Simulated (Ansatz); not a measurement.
Stepwise reaction of `[CH3][Al]([SH])[SH]` with hydrogen fluoride, as a gas-phase model of exchange steps in deposition or etching. ΔE in kJ/mol.

Computed with Ansatz on PBE0-D4/def2-TZVP structures; ΔE is electronic, products minus reactants. CCSD(T)/CBS adds triple-zeta CCSD(T) − MP2 to the extrapolated MP2 energy (def2 sets, frozen cores). This one scheme is used for every species. DFT in def2-TZVPP. B3LYP here is the variant with VWN-RPA as its local correlation; programs differ in this. Each species was taken in one conformer, which may not be the lowest.

```csv
step,reaction,PBE-D4,B3LYP-D4,ωB97M-V,CCSD(T)/CBS
1,`[CH3][Al]([SH])[SH]` + H–F → `[CH3][Al]([F])[SH]` + H₂S,-64.0,-76.5,-74.6,-69.7
```

Task: Give the row of step 2, `[CH3][Al]([F])[SH]` + H–F → `[CH3][Al]([F])[F]` + H₂S. (An estimate is asked.)

Result: Ansatz gave: 
```json
{"step": "2", "reaction": "`[CH3][Al]([F])[SH]` + H–F → `[CH3][Al]([F])[F]` + H₂S", "PBE-D4": "-64.4", "B3LYP-D4": "-76.8", "ωB97M-V": "-74.3", "CCSD(T)/CBS": "-70.9"}
```

Task: By hand: ΔE of the 2 steps together at CCSD(T)/CBS.

Result: (-69.7) + (-70.9) = -140.6 kJ/mol, or -70.3 kJ/mol a step.

In ΔE the steps differ by no more than 1.2 kJ/mol. All are downhill at CCSD(T)/CBS. PBE-D4 differs from CCSD(T)/CBS by 5.7 to 6.5 kJ/mol a step. Isolated molecules leave out the surface, adducts and barriers. Largest T1 diagnostic: 0.012.
